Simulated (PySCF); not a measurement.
## BCl₃: adding exact exchange

Base calculation in PySCF with density fitting and no spin–orbit coupling, PBE/def2-TZVP (no relativity): singlet, D3h, B–Cl 1.748 Å (×3); wavenumbers 247 (×2), 440, 463, 932 (×2) cm⁻¹; gap between the highest occupied and lowest empty levels 5.01 eV, polar-tensor charge of B 1.23 e, atomisation energy (no zero-point energy) 1408 kJ/mol.

**Question.** What changes on going to PBE0/def2-TZVP (no relativity)?

**Answer.** The point group stays the same. Changes: mean bond to B -0.011 Å, highest wavenumber +37 cm⁻¹, lowest wavenumber +7 cm⁻¹, gap between the highest occupied and lowest empty levels +2.39 eV, polar-tensor charge of B +0.07 e, atomisation energy (no zero-point energy) -28 kJ/mol. The new structure has B–Cl 1.737 Å (×3), with wavenumbers 254 (×2), 455, 479, 969 (×2) cm⁻¹. Exact exchange shortens and stiffens the bonds and opens the gap, the usual pattern.

The structures come from searches over a few start shapes, so lower isomers are not excluded.
